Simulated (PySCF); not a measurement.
**`C=C/C(=C/F)[C@H](C)F`, C₆H₈F₂**

Molfile (atoms numbered from 1):
```
C6H8F2
     RDKit          3D

 16 15  0  0  0  0  0  0  0  0999 V2000
    2.0490   -0.9738    0.7399 C   0  0  0  0  0  0  0  0  0  0  0  0
    1.3752    0.1861    0.8262 C   0  0  0  0  0  0  0  0  0  0  0  0
    0.2033    0.6006    0.0450 C   0  0  0  0  0  0  0  0  0  0  0  0
   -0.2513    1.8554    0.2119 C   0  0  0  0  0  0  0  0  0  0  0  0
   -1.3195    2.3344   -0.4378 F   0  0  0  0  0  0  0  0  0  0  0  0
   -0.5363   -0.3461   -0.8827 C   0  0  2  0  0  0  0  0  0  0  0  0
   -1.3888   -1.3773   -0.1513 C   0  0  0  0  0  0  0  0  0  0  0  0
    0.3753   -1.0181   -1.6995 F   0  0  0  0  0  0  0  0  0  0  0  0
    2.9110   -1.1551    1.3919 H   0  0  0  0  0  0  0  0  0  0  0  0
    1.7823   -1.7558    0.0243 H   0  0  0  0  0  0  0  0  0  0  0  0
    1.7270    0.9334    1.5513 H   0  0  0  0  0  0  0  0  0  0  0  0
    0.1900    2.5988    0.8851 H   0  0  0  0  0  0  0  0  0  0  0  0
   -1.1761    0.2454   -1.5571 H   0  0  0  0  0  0  0  0  0  0  0  0
   -1.8378   -2.0712   -0.8834 H   0  0  0  0  0  0  0  0  0  0  0  0
   -2.2019   -0.8758    0.4018 H   0  0  0  0  0  0  0  0  0  0  0  0
   -0.7862   -1.9602    0.5651 H   0  0  0  0  0  0  0  0  0  0  0  0
  1  2  2  0
  2  3  1  0
  3  4  2  0
  4  5  1  0
  3  6  1  0
  6  7  1  0
  6  8  1  0
  1  9  1  0
  1 10  1  0
  2 11  1  0
  4 12  1  0
  6 13  1  6
  7 14  1  0
  7 15  1  0
  7 16  1  0
M  END
```

Theory: PySCF 2.14.0, UKS B3LYP/def2-SV(P) four-point reorganisation energy, gas phase. Geometry: B3LYP/def2-SV(P).

The conformer changes in this relaxation, which adds to the reorganisation energy.

(1) What is the inner reorganisation energy for hole transfer, with the ionisation energy?

Results:

(1) λ = 0.294 (surface of the oxidised species) + 0.275 (surface of the starting species) = 0.569 eV. The ionisation energy is 8.69 eV vertical and 8.39 eV adiabatic without zero-point energy; at the relaxed geometry of the oxidised species the two energies differ by 8.12 eV. Largest bond changes: C3–C4 1.345 → 1.400 Å, C4–F5 1.339 → 1.290 Å, C2–C3 1.468 → 1.421 Å, C1–C2 1.344 → 1.388 Å, C6–F8 1.396 → 1.375 Å. ⟨S²⟩ of the relaxed oxidised species 0.768.
